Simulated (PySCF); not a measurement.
## Computed data sheet: `CC#C[C@@H]1CO[Si@@H]1P`

C5H9OPSi.
Numbering: `[CH3:1][C:2]#[C:3][C@@H:4]1[CH2:5][O:6][Si@@H:7]1[PH2:8]` (hydrogens: H9, H10, H11 on C1; H12 on C4; H13, H14 on C5; H15 on Si7; H16, H17 on P8)

Among its groups: alkyne, Si–H bond and C–Si bond.

From GFN2-xTB geometry:

```
Point group of the GFN2-xTB geometry                  : C1
Rotational constants A, B, C of the GFN2-xTB geometry : 1.767, 1.043, 0.729 GHz
```

**PBE0/def2-SVPD ground state and vertical TDDFT (core frozen in the response) (PySCF)**

```
Dipole moment                                                     : 1.55 D
HOMO energy                                                       : -6.79 eV
LUMO energy                                                       : -0.47 eV
HOMO–LUMO gap                                                     : 6.32 eV
Lowest singlet excitation                                         : 5.20 eV (238 nm, f = 0.029)
Strongest line among the 8 lowest singlet transitions             : S5 at 6.24 eV (199 nm, f = 0.037)
Lowest triplet excitation (Tamm–Dancoff)                          : 4.79 eV
Static isotropic polarisability                                   : 112.2 au
Electronic spatial extent ⟨r²⟩ about the centre of nuclear charge : 1616 bohr²
```

**PBE0/pcSseg-1 ground state and GIAO shieldings, non-relativistic (PySCF)**

```
Lowest Hirshfeld atomic charge                              : -0.26 e on O6
Highest Hirshfeld atomic charge                             : +0.38 e on Si7
13C chemical shifts (computed TMS as zero) by class         : 87.9 (C2), 84.4 (C3), 80.0 (C5), 27.1 (C4), 5.2 (C1) ppm
1H chemical shifts (computed TMS as zero) by class          : 6.73 (H15), 5.14 (H14), 4.87 (H13), 3.03 (H12), 2.09 (H9/H10/H11), 1.06 (H16/H17) ppm
Isotropic shieldings of nuclei other than C and H, by class : 289 (O6), 302 (Si7), 612 (P8) ppm
Mayer bond orders between heavy atoms                       : C1–C2 1.23, C2–C3 2.57, C3–C4 1.06, C4–C5 0.98, C5–O6 0.89, O6–Si7 1.03, Si7–P8 1.01, Si7–C4 0.85
```

Monoisotopic mass (most abundant isotopes): 144.0160 u.

The largest Löwdin shares of the HOMO are 0.30 on C2, 0.26 on C3, 0.13 on C4 and 0.08 on Si7. The largest Löwdin shares of the LUMO are 0.34 on Si7, 0.15 on P8, 0.10 on C4 and 0.10 on O6. The polarisability is 16.63 Å³ as a volume (1 au = 0.148185 Å³), or 1.48 au for each of the 76 electrons. A dipole of 1.55 D is allowed in C1, and pure rotational transitions are dipole-allowed. S1 lies 1.12 eV below the HOMO–LUMO gap; its leading configuration is HOMO→LUMO, weight 0.97.

Geometry: GFN2-xTB, one conformer, isolated molecule. GFN2-xTB frequencies show an imaginary mode (32i cm⁻¹), so this geometry is no minimum at that level. NMR classes are plain means over equivalent atoms (diastereotopic ones count apart unless rotation or inversion swaps them), as if these changed places fast; in this geometry the members of some classes differ.

The values belong to the conformer `[CH3:1][C:2]#[C:3][C@@H:4]1[CH2:5][O:6][Si@@H:7]1[PH2:8]`: H–P8–Si7–O6 180°, H–P8–Si7–O6 87°.
